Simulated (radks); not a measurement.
Species: Re17+. Configuration: [Kr] 4d10 4f12.

All-electron calculation, scalar-relativistic Kohn-Sham, PBEsol, spin-polarised, spherical densities, finite nucleus; open shells are filled with parallel spins first (spin-orbit coupling, left out, can overturn this in heavy ions); Fermi nuclear charge, rms radius 5.3698 fm. Program: a radial shooting solver on a logarithmic mesh with Libxc functionals.

Energy parts (eV):
| part | energy |
|---|---|
| total | -451134.06 |
| kinetic | 498534.28 |
| electron-nucleus | -1094089.69 |
| Hartree | 152904.10 |
| exchange-correlation | -8482.74 |

Orbitals (lengths in bohr, moments of r in powers of bohr):
| orbital | occ. | eigenvalue (eV) | <r^2> | <1/r> |
|---|---|---|---|---|
| 1s down | 1 | -72003.89 | 0.0004482 | 88.69 |
| 1s up | 1 | -72003.88 | 0.0004482 | 88.69 |
| 2s up | 1 | -12805.26 | 0.006879 | 20.76 |
| 2s down | 1 | -12805.21 | 0.006878 | 20.76 |
| 2p up | 3 | -11229.25 | 0.005707 | 18.75 |
| 2p down | 3 | -11229.21 | 0.005707 | 18.75 |
| 3s up | 1 | -3258.302 | 0.04456 | 7.692 |
| 3s down | 1 | -3256.830 | 0.04454 | 7.694 |
| 3p up | 3 | -2793.235 | 0.04536 | 7.088 |
| 3p down | 3 | -2791.754 | 0.04533 | 7.091 |
| 3d up | 5 | -2265.205 | 0.03758 | 6.694 |
| 3d down | 5 | -2264.067 | 0.03755 | 6.696 |
| 4s up | 1 | -974.4390 | 0.2156 | 3.302 |
| 4s down | 1 | -971.8969 | 0.2157 | 3.300 |
| 4p up | 3 | -820.2285 | 0.2431 | 3.009 |
| 4p down | 3 | -817.7684 | 0.2433 | 3.007 |
| 4d up | 5 | -626.4132 | 0.2733 | 2.710 |
| 4d down | 5 | -623.9980 | 0.2736 | 2.707 |
| 4f up | 7 | -408.9209 | 0.3128 | 2.344 |
| 4f down | 5 | -406.4298 | 0.3143 | 2.340 |

The highest occupied level is 4f down at -406.43 eV. For comparison, the ionisation energy in NIST's Atomic Spectra Database is 429 eV (theoretical). In exact Kohn-Sham theory the highest level is minus the ionisation energy, but local and semilocal functionals leave it too shallow, through self-interaction and a potential that decays too fast; potentials with the right tail come closer. The density falls to 0.001 e/bohr^3 at r = 1.64 bohr. Spin moment in Bohr magnetons: 2.
